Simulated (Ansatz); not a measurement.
Gas-phase electronic energies from Ansatz, PBE0-D4/def2-TZVP geometries. CBS: MP2 limit from def2 TZ/QZ plus the TZ coupled-cluster correction, frozen cores. Functionals use def2-TZVPP. B3LYP here is the variant with VWN-RPA as its local correlation; programs differ in this. HSE06 is defined as in plane-wave codes. Each species was taken in one conformer, which may not be the lowest.

`OBC[SiH3]` → `BC[SiH2]O`  (isomerisation)

`OBC[SiH3]`:

Z-matrix (Å, degrees):
```
C
B 1 1.552
Si 1 1.880 2 110.9
H 1 1.095 2 111.3 3 -117.5
H 1 1.095 2 112.1 3 119.8
O 2 1.358 1 119.0 3 -96.6
H 2 1.205 1 121.8 3 81.3
H 3 1.488 1 110.6 2 -57.6
H 3 1.488 1 110.5 2 -177.4
H 3 1.487 1 110.7 2 62.4
H 6 0.960 2 113.1 1 177.8
```

`BC[SiH2]O`:

Z-matrix (Å, degrees):
```
C
Si 1 1.887
B 1 1.533 2 110.4
H 1 1.096 2 103.9 3 -122.2
H 1 1.095 2 103.3 3 122.5
O 2 1.648 1 110.9 3 -175.7
H 2 1.488 1 109.1 3 62.3
H 2 1.481 1 110.9 3 -59.4
H 3 1.198 1 120.7 2 88.3
H 3 1.198 1 120.8 2 -88.4
H 6 0.958 2 117.9 1 -67.9
```

```tsv
level	ΔE (kJ/mol)	difference from CCSD(T)/CBS
PBE-D4	63.1	11.5
r2SCAN0-D4	54.6	3.0
HSE06-D4	59.7	8.1
ωB97M-V	54.8	3.2
B2PLYP	54.2	2.6
revPBE	61.4	9.8
B3LYP	56.1	4.5
r2SCANh	55.4	3.8
CAM-B3LYP	56.1	4.5
MP2/CBS(def2)	48.5	-3.1
CCSD(T)/CBS	51.6	0
```

Largest T1 diagnostic among the species: 0.012.

In def2-TZVPP, CCSD(T) changes the Hartree–Fock value by +9.3 kJ/mol (the triples alone add +1.7 kJ/mol) and MP2 by +6.2 kJ/mol. At CCSD(T), def2-SVP lies +40.9 kJ/mol from the extrapolated value and def2-TZVPP +3.7 kJ/mol.
